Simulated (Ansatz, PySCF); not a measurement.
GaH3O2Se, SMILES [OH][Ga]([OH])[SeH]. Atoms are numbered in the order given.

```xyz
7

Ga     0.3012    -0.4346     0.5666
O      1.8130    -1.3734     0.5353
H      2.3131    -1.3286    -0.2854
O     -0.6372    -0.5043     2.0727
H     -0.2241    -1.0588     2.7439
Se    -0.5131     0.8436    -1.1762
H     -1.6748     1.2140    -0.3522
```
Charge 0, spin multiplicity 1.

Geometry: PBE0-D3(BJ)/def2-SVP. The values are those of a single conformer.

Two levels are set side by side: PBE-D3(BJ)/def2-SVP (Ansatz, a first-principles code) and PBE0-D3(BJ)/def2-SVP (Ansatz). Each level has its own optimised geometry; the coordinates shown are those of the second. Frequencies come from the Hessian of PySCF at each geometry. Differences are taken from unrounded values.

```csv
quantity,PBE0-D3(BJ)
mean bond length (Å),1.544
bond Ga1–O2 (Å),1.780
bond Ga1–O4 (Å),1.776
bond Ga1–Se6 (Å),2.310
bond O2–H3 (Å),0.962
bond O4–H5 (Å),0.964
bond Se6–H7 (Å),1.472
highest harmonic wavenumber (cm⁻¹),3924
mean harmonic wavenumber (cm⁻¹),1037
zero-point energy (kcal/mol),22.24
```

Task: What does PBE-D3(BJ) give, and how far is it from PBE0-D3(BJ)? (An estimate is asked for; the answer gives what the named calculation found.)

Result: 
```csv
quantity,PBE-D3(BJ),PBE-D3(BJ) minus PBE0-D3(BJ)
mean bond length (Å),1.561,0.018
bond Ga1–O2 (Å),1.803,0.023
bond Ga1–O4 (Å),1.798,0.022
bond Ga1–Se6 (Å),2.331,0.022
bond O2–H3 (Å),0.975,0.012
bond O4–H5 (Å),0.976,0.012
bond Se6–H7 (Å),1.486,0.014
highest harmonic wavenumber (cm⁻¹),3741,-183
mean harmonic wavenumber (cm⁻¹),994,-43
zero-point energy (kcal/mol),21.31,-0.93
```

Exact exchange shortens and stiffens bonds; PBE has none. Differences between two approximate levels are no errors against the true value.
